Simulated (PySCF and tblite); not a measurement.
Values are calculated unless marked as measured or tabulated.
Molecule: C₆H₁₁N, numbered as in [CH2:1]1[CH2:2][C@@H:3]([CH:4]2[CH2:5][CH2:6]2)[NH:7]1; H named by carrier, a and b as here (out-of-plane angle -46°, Å):

```
C1       2.382   -0.004    0.022
C2       1.317    1.089   -0.078
C3       0.360    0.091    0.592
C4      -0.904   -0.230   -0.154
C5      -2.014   -0.969    0.533
C6      -2.180    0.479    0.193
N7       1.406   -0.980    0.580
H1a      2.851   -0.305   -0.916
H1b      3.165    0.203    0.756
H2a      1.517    2.002    0.478
H2b      1.036    1.344   -1.098
H3       0.126    0.349    1.629
H4      -0.742   -0.457   -1.204
H5a     -2.574   -1.699   -0.032
H5b     -1.872   -1.237    1.569
H6a     -2.852    0.746   -0.608
H6b     -2.156    1.198    0.998
H7       1.149   -1.598   -0.187
```

The mean out-of-plane torsion at N7 (0° is planar) is held and the rest relaxed at GFN2-xTB. Energies: PBE0/pcSseg-1 + D3(BJ). Couplings: B3LYP/6-31G* with H pcJ-1 N pcJ-1, gas phase, for ¹H, ¹⁵N. Programs: tblite and PySCF.

One held structure gave ¹J(N7,H7) = -82.3, ³J(H1b,H7) = 0.0, ³J(H1a,H7) = 5.5, ³J(H3,H7) = 0.0, ²J(N7,H3) = -4.7, ²J(N7,H1a) = 0.6, ²J(N7,H1b) = -4.8, ²J(H1a,H1b) = -6.0 Hz.

At which out-of-plane angle was it held?
A. 0°
B. -46°
C. 46°
D. -28°
E. 28°

D. It lies 1.54 kcal/mol above the lowest point.
